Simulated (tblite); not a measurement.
Species: C₈H₄ClO (doublet state).
Atom-mapped SMILES: `[Cl:1][c:2]1[c:3][o:4][c:5]2[cH:6][cH:7][cH:8][cH:9][c:10]12` (hydrogens: H11 on C6; H12 on C7; H13 on C8; H14 on C9)
Bond orders are those of one Lewis drawing.

Computed with GFN2-xTB (tblite), gas phase: L-BFGS steps from a force-field or distance-geometry start until the largest atomic force falls under 0.01 eV/Å.

The end geometry, which sets the zero of energy:
```
atom  x, y, z in Å
Cl1     3.2228    1.7092   -0.1689
C2      2.2337    0.3334   -0.0792
C3      2.5629   -0.9750   -0.0300
O4      1.5250   -1.8016    0.0356
C5      0.4093   -1.0185    0.0317
C6     -0.9168   -1.4113    0.0860
C7     -1.8635   -0.4048    0.0686
C8     -1.5015    0.9419   -0.0007
C9     -0.1811    1.3367   -0.0552
C10     0.7859    0.3386   -0.0386
H11    -1.1882   -2.4529    0.1393
H12    -2.9102   -0.6648    0.1095
H13    -2.2777    1.6922   -0.0114
H14     0.0986    2.3765   -0.1090
```

Problem. These geometries come from the run, each turned onto the end geometry. Order them by energy, lowest first.
A.
```
atom  x, y, z in Å
Cl1     3.1728    1.7400   -0.1677
C2      2.2469    0.3254   -0.0862
C3      2.5933   -0.9715   -0.0266
O4      1.5607   -1.8124    0.0327
C5      0.4270   -1.0389    0.0357
C6     -0.9162   -1.3952    0.0847
C7     -1.8688   -0.3962    0.0662
C8     -1.5098    0.9470   -0.0001
C9     -0.1836    1.3086   -0.0535
C10     0.7943    0.3186   -0.0330
H11    -1.2218   -2.4221    0.1381
H12    -2.9176   -0.6428    0.1070
H13    -2.2836    1.7000   -0.0072
H14     0.1055    2.3391   -0.1122
```
B.
```
atom  x, y, z in Å
Cl1     3.1868    1.7381   -0.1689
C2      2.2327    0.3358   -0.0819
C3      2.5676   -0.9716   -0.0291
O4      1.5367   -1.8087    0.0374
C5      0.4145   -1.0343    0.0314
C6     -0.9163   -1.4153    0.0869
C7     -1.8603   -0.4029    0.0696
C8     -1.4967    0.9443   -0.0003
C9     -0.1727    1.3295   -0.0539
C10     0.7869    0.3249   -0.0369
H11    -1.2146   -2.4513    0.1383
H12    -2.9100   -0.6585    0.1068
H13    -2.2710    1.7001   -0.0093
H14     0.1158    2.3694   -0.1123
```
C.
```
atom  x, y, z in Å
Cl1     3.1865    1.7656   -0.1688
C2      2.1768    0.3109   -0.0847
C3      2.6296   -1.0107   -0.0242
O4      1.5394   -1.7558    0.0273
C5      0.4611   -1.0441    0.0401
C6     -0.8945   -1.3740    0.0817
C7     -1.8719   -0.3850    0.0628
C8     -1.5136    0.9487    0.0011
C9     -0.1632    1.2724   -0.0536
C10     0.8065    0.2971   -0.0328
H11    -1.2280   -2.4118    0.1386
H12    -2.9299   -0.6356    0.1080
H13    -2.2951    1.6997   -0.0061
H14     0.0955    2.3222   -0.1117
```
D.
```
atom  x, y, z in Å
Cl1     3.1823    1.7389   -0.1685
C2      2.2375    0.3348   -0.0833
C3      2.5719   -0.9709   -0.0285
O4      1.5428   -1.8105    0.0365
C5      0.4197   -1.0376    0.0321
C6     -0.9142   -1.4093    0.0864
C7     -1.8635   -0.4012    0.0690
C8     -1.5013    0.9447   -0.0004
C9     -0.1745    1.3223   -0.0535
C10     0.7911    0.3221   -0.0356
H11    -1.2179   -2.4448    0.1383
H12    -2.9128   -0.6542    0.1067
H13    -2.2753    1.7011   -0.0087
H14     0.1137    2.3641   -0.1126
```
E.
```
atom  x, y, z in Å
Cl1     3.1754    1.7488   -0.1679
C2      2.2298    0.3272   -0.0869
C3      2.6186   -0.9941   -0.0250
O4      1.5654   -1.8008    0.0297
C5      0.4190   -1.0350    0.0391
C6     -0.8992   -1.3882    0.0830
C7     -1.8710   -0.3909    0.0641
C8     -1.5054    0.9510    0.0003
C9     -0.1807    1.2941   -0.0537
C10     0.7875    0.3126   -0.0322
H11    -1.2237   -2.4083    0.1380
H12    -2.9246   -0.6379    0.1075
H13    -2.2904    1.7000   -0.0065
H14     0.0985    2.3211   -0.1116
```

Solution. B (0.005 eV), D (0.009 eV), A (0.032 eV), E (0.102 eV), C (0.459 eV).

In the order of the answer:

```csv
step,E above end (eV),largest force (eV/Å),rms force component (eV/Å),rms distance from end (Å),rms bond change (Å),bond most changed (Å)
6,0.005,0.13,0.049,0.017,0.002,C9–H14 +0.003
5,0.009,0.23,0.082,0.020,0.002,C9–H14 +0.004
3,0.032,0.41,0.132,0.030,0.005,O4–C5 +0.009
1,0.102,1.32,0.390,0.039,0.012,C2–C3 +0.029
0,0.459,3.89,1.094,0.051,0.037,C2–C10 -0.077
```

The cost below is that of the whole relaxation. Time: 0.18 s wall. Hardware: one thread, Arm Neoverse V1 (aarch64), shared host with 64 logical CPUs at a one-minute load of 31.
